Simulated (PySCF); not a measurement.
Ligands exchanged one at a time, Al SiH3-SH. Gas-phase values, no solvent. One relaxed conformer stands for each flexible species; it need not be the lowest. Strings in code marks are SMILES.

The T1 excitation (TDA) from two functionals at the same geometries (PBE0-D3(BJ)/def2-TZVP), both in PySCF: PBE-D3(BJ)/def2-TZVP and M06-2X/def2-TZVP. Excitations are Tamm–Dancoff values on a coarser integration grid. The basis has no diffuse functions, so Rydberg states are missing or too high.

```
species                                                                                             M06-2X/def2-TZVP (eV)
--------------------------------------------------------------------------------------------------  ---------------------
0 of 3 SiH3 replaced by SH (`[Al]([SiH3])([SiH3])[SiH3]`)                                                            2.91
1 of 3 SiH3 replaced by SH (`[SH][Al]([SiH3])[SiH3]` (Si–Al–S–H torsion 0°))                                         3.47
2 of 3 SiH3 replaced by SH (`[SH][Al]([SH])[SiH3]` (S–Al–S–H torsion -179°, S–Al–S–H torsion -1°))                   4.54
3 of 3 SiH3 replaced by SH                                                                                           5.53
```

Problem. What does PBE-D3(BJ)/def2-TZVP give for each?

Solution. 
- 0 of 3 SiH3 replaced by SH (`[Al]([SiH3])([SiH3])[SiH3]`): 2.63
- 1 of 3 SiH3 replaced by SH (`[SH][Al]([SiH3])[SiH3]` (Si–Al–S–H torsion 0°)): 3.18
- 2 of 3 SiH3 replaced by SH (`[SH][Al]([SH])[SiH3]` (S–Al–S–H torsion -179°, S–Al–S–H torsion -1°)): 4.02
- 3 of 3 SiH3 replaced by SH: 4.89
Over these rows, drawn at random from the members with no instability flagged (it was tested for open shells, ions and some series alone), PBE minus M06-2X: mean -0.43 eV, from -0.63 eV to -0.28 eV.
